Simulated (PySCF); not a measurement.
Compound: C5H12OSi2.
Geometry (PBE0-D3(BJ)/def2-SVP, Å), atoms numbered from 1 in this order:
```
atom  x, y, z in Å
C1    -1.9202    1.2867   -0.4586
C2    -2.0106   -0.1285    0.1089
C3    -1.6731   -0.1807    1.5978
Si4   -0.9364   -1.3214   -0.8714
O5    -1.0279   -2.8809   -0.2899
C6     0.8135   -0.7380   -0.7540
C7     1.9643   -0.3347   -0.6318
Si8    3.6811    0.2881   -0.4572
H9    -2.1948    1.3247   -1.5249
H10   -0.8974    1.6875   -0.3657
H11   -2.5934    1.9734    0.0807
H12   -3.0435   -0.5012   -0.0298
H13   -2.3390    0.4768    2.1809
H14   -0.6382    0.1525    1.7829
H15   -1.7764   -1.2000    2.0021
H16   -1.3446   -1.3672   -2.3014
H17   -0.4010   -3.1139    0.4005
H18    4.3446   -0.4043    0.6859
H19    3.6510    1.7567   -0.1976
H20    4.4433    0.0192   -1.7104
```

All values: PBE0/pcSseg-1 (PySCF, non-relativistic), on one gas-phase PBE0-D3(BJ)/def2-SVP geometry that isn't relaxed in the solvent. The solvent is an IEF-PCM continuum (Bondi radii, 1.10 Å for H, scaled by 1.2). Specific hydrogen bonds and non-electrostatic terms are outside this model.

```json
{"run": "gas", "E − E(gas) (kcal/mol)": "0.00", "HOMO (eV)": "-7.80", "HOMO–LUMO gap (eV)": "7.01", "dipole (D)": "1.56"}
{"run": "P", "E − E(gas) (kcal/mol)": "-3.41", "HOMO (eV)": "-7.75", "HOMO–LUMO gap (eV)": "6.98", "dipole (D)": "1.83"}
{"run": "Q", "E − E(gas) (kcal/mol)": "-4.09", "HOMO (eV)": "-7.75", "HOMO–LUMO gap (eV)": "6.97", "dipole (D)": "1.89"}
```

**Question.** The runs were made in chloroform and dichloromethane. Which run belongs to which solvent?

**Answer.** P = chloroform, Q = dichloromethane. The dielectric constants are 4.711 (chloroform), 8.93 (dichloromethane), and the energy falls further as ε rises. In this model the ground state sees the solvent through ε alone.

**Question.** How constant is the ratio of the lowering to (ε − 1)/(2ε + 1)?

**Answer.** 
```
        solvent  (ε − 1)/(2ε + 1)  E − E(gas) (kcal/mol)  ratio (kcal/mol)  polarisation term (kcal/mol)
     chloroform             0.356                  -3.41              -9.6                         -3.63
dichloromethane             0.420                  -4.09              -9.7                         -4.41
```

The ratio changes by +1.6 % in size from chloroform to dichloromethane. The polarisation term is half the interaction of the solute with the induced surface charges.
